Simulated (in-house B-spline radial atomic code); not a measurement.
**Binding energies in the silicon ion Si⁶⁺**

NIST's tabulated ground configuration is [He] 2s2 2p4; each binding energy is the energy of the ion with one electron taken from that subshell, relaxed, less that of the parent. Method: Dirac-Hartree-Fock, average of configuration, Fermi nucleus of rms radius 3.1224 fm. Calculated with a radial B-spline atomic code at the basis-set limit. Energies include first-order Breit, QED and recoil terms.

| subshell | X-ray name | binding energy (eV) | -ε (eV) | relaxation (eV) |
| --- | --- | --- | --- | --- |
| 1s | K | 2020.9 | 2037.8 | 15.4 |
| 2s | L1 | 293.5 | 295.2 | 1.6 |
| 2p | L2,3 | 250.8 | 253.0 | 2.1 |

Relaxation = -ε minus the binding energy without Breit, QED and recoil terms.

**Question.** What does it cost to remove both a 1s and a 2p electron?

**Answer.** 2334.2 eV, which is 62.53 eV more than the two single binding energies together.

**Question.** What does it cost to remove both a 2s and a 2p electron?

**Answer.** 585.51 eV, which is 41.19 eV more than the two single binding energies together.

**Question.** What does it cost to remove two 2s electrons?

**Answer.** 631.31 eV, which is 44.31 eV more than the two single binding energies together.
